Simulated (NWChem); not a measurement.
# CdSiH3OCl; SMILES [SiH3][O][Cd][Cl]

```xyz
7

Cd     0.1449    -0.3767     0.0005
Cl    -0.2797    -2.6183    -0.0007
O      0.6287     1.5394    -0.0016
Si    -0.3707     2.8797    -0.0001
H     -1.2783     2.9209    -1.2089
H      0.4967     4.1090    -0.0114
H     -1.2609     2.9310     1.2212
```
Atoms are numbered in this order, from 1.

All runs: NWChem. Medium grid unless said otherwise, to which SCAN and Minnesota functionals are sensitive. All runs use the structure optimised with PBE-D3(BJ)/def2-SVP. def2 effective core potentials on Cd; no spin-orbit coupling.

Order these by “orbital gap (eV)”, lowest first: PBE/def2-SVP; B3LYP/def2-SVP; BHandHLYP/def2-SVP; r2SCAN0/def2-SVP; r2SCAN/def2-SVP.

PBE/def2-SVP (3.75), r2SCAN/def2-SVP (4.31), B3LYP/def2-SVP (5.56), r2SCAN0/def2-SVP (6.48), BHandHLYP/def2-SVP (8.32)
